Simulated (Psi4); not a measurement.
C$_{2}$H$_{6}$N (SMILES C[CH]N), doublet, at a GFN2-xTB geometry. Base run: Psi4 with HF/def2-SVP.

Psi4 was given this input:
```
memory 2 GB

molecule {
0 2
  C    -1.24102663    0.21832096    0.05808953
  C     0.04187806   -0.52789987    0.05079988
  N     1.22703780    0.19702767   -0.12900707
  H    -2.03841948   -0.41392474    0.44464473
  H    -1.16376074    1.10673607    0.68627095
  H    -1.54178267    0.55252764   -0.94477418
  H     0.06280098   -1.52863019   -0.34799316
  H     1.22149345    1.09300043    0.34134908
  H     2.06529520   -0.33142950    0.07021572
}

set basis def2-svp
set reference uhf

energy('scf')
print_variables()
```

The base run was repeated with changes; each row names its change, and settings that it needs were set with it.

| change | ΔE vs base (mEh) | SCF cycles | basis functions | outcome |
|---|---|---|---|---|
| base | 0.000 | 11 | 72 | converged |
| level_shift = 0.3 | 0.000 | 11 | 72 | converged |
| df_basis_scf = cc-pvtz-jkfit | -0.040 | 11 | 72 | converged |
| cholesky_tolerance = 1e-3 (with scf_type cd) | 0.155 | 11 | 72 | converged |
| ints_tolerance = 1e-8 | 0.000 | 11 | 72 | converged |
| diis_max_vecs = 3 | 0.000 | 13 | 72 | converged |
| level_shift = 1.0 | 0.000 | 11 | 72 | converged |
| scf_type = out_of_core | -0.056 | 11 | 72 | converged |
| df_basis_scf = cc-pvqz-jkfit | -0.055 | 11 | 72 | converged |
| damping_percentage = 50 | - | - | 72 | not converged |
| e_convergence = 1e-10 | 0.000 | 14 | 72 | converged |
| scf_type = dfdirj+cosx | -0.117 | 12 | 72 | converged |
| scf_type = disk_df | 0.000 | 11 | 72 | converged |

Open shells are given as the SCF converged; they aren't shown to be the lowest states, and a large step between rows can be another state.
